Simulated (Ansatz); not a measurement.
Molecule: HS2 (charge 0, doublet). It need not be the lowest isomer of its formula. 
Geometry from a B3LYP-D3(BJ)/def2-TZVP (Ansatz, a first-principles code) optimisation:
```
S
H 1 1.3565
S 1 1.9776 2 102.01
```
Charge 0, spin multiplicity 2.

Basis-set convergence of Hartree-Fock and CCSD(T) correlation energies (hartree) with Ansatz. Cores are frozen in the correlated levels unless marked. Open shells are spin-unrestricted. No spin-orbit coupling. No relativistic terms.

```json
[
 {"basis": "def2-SVP", "functions": "41", "E(HF)": "-795.37405", "E(corr, CCSD(T))": "-0.28041"},
 {"basis": "def2-TZVPP", "functions": "98", "E(HF)": "-795.65814", "E(corr, CCSD(T))": "-0.38159"},
 {"basis": "def2-QZVPP", "functions": "170", "E(HF)": "-795.68137", "E(corr, CCSD(T))": "-0.41151"}
]
```

Extrapolating the two largest sets (X = 3 and 4) as X^-3: E(corr) = (64·(-0.41151) - 27·(-0.38159))/37 = -0.4333 Eh, an estimate of the basis-set limit. The largest set recovers 95.0 % of it, the smallest 64.7 %.
